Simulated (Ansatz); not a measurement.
A nudged elastic band was laid between two geometries of C3H7ClSeSi (13 atoms, charge 0, multiplicity 1).

The calculation used RHF/def2-SVP (Ansatz 0.2.0).

```yaml
movable_images: 9
climbing_image: yes
spring: 5.0 eV/Å²
optimiser: quadratic models (default)
start_path: through a guess of the saddle point
force_threshold: 0.05 eV/Å
iteration_limit: 36
end_points: relaxed
```

First end point:

```xyz
13
Properties=species:S:1:pos:R:3
Cl -0.679 -3.185 -0.225
Si 0.160 -1.634 0.893
C -0.712 -0.028 0.463
C -0.407 0.594 -0.921
C 0.711 1.571 -0.527
Se 0.201 1.491 1.380
H 1.589 -1.567 0.539
H -0.022 -1.956 2.319
H -1.773 -0.086 0.702
H -0.132 -0.121 -1.700
H -1.278 1.145 -1.277
H 0.648 2.566 -0.961
H 1.714 1.176 -0.671
```

Last end point:

```xyz
13
Properties=species:S:1:pos:R:3
Cl 1.571 -2.176 -0.362
Si 0.039 -1.680 0.955
C -0.497 0.106 0.695
C -0.626 0.628 -0.760
C 0.686 1.421 -0.873
Se 0.924 1.443 1.085
H 0.521 -1.884 2.332
H -1.081 -2.601 0.669
H -1.390 0.281 1.297
H -0.743 -0.145 -1.522
H -1.482 1.298 -0.836
H 0.604 2.408 -1.321
H 1.493 0.867 -1.345
```

**Question.** What changes between the two ends?

**Answer.** No bond is made or broken. The dihedral H7–Si2–C3–C4 goes from 45 to 162°.

**Question.** What energy profile does the band end with?

**Answer.** The forces met the threshold. The highest image is number 5 of 0 to 10, 4.2 kcal/mol above the first end and 2.9 kcal/mol above the last; the last end lies 1.3 kcal/mol above the first. A vibrational analysis at the climbing image gives 2 clearly imaginary modes (82i, 60i cm⁻¹): a point of higher order, so a lower path passes nearby.

| image | path coordinate (Å) | energy (kcal/mol) | dihedral H7–Si2–C3–C4 (°) |
| --- | --- | --- | --- |
| 0 | 0.00 | 0.0 | 45 |
| 1 | 0.50 | 0.4 | 58 |
| 2 | 1.00 | 1.5 | 71 |
| 3 | 1.50 | 2.8 | 84 |
| 4 | 2.01 | 3.8 | 97 |
| 5 | 2.51 | 4.2 | 110 |
| 6 | 2.99 | 4.0 | 121 |
| 7 | 3.48 | 3.3 | 132 |
| 8 | 3.97 | 2.4 | 142 |
| 9 | 4.45 | 1.6 | 152 |
| 10 | 4.94 | 1.3 | 162 |

**Question.** What is the geometry of the highest image?

**Answer.** 
```xyz
13
Properties=species:S:1:pos:R:3
Cl 0.200 -2.866 -0.727
Si 0.050 -1.739 1.023
C -0.443 0.053 0.626
C -0.458 0.563 -0.843
C 0.635 1.647 -0.797
Se 0.899 1.433 1.143
H 1.352 -1.820 1.702
H -0.991 -2.376 1.854
H -1.387 0.253 1.131
H -0.245 -0.215 -1.575
H -1.431 0.983 -1.094
H 0.304 2.646 -1.069
H 1.534 1.403 -1.358
```

Time of the run: 3.5 min on 2 threads of Arm Neoverse V1 (shared host), peak memory 0.46 GiB.
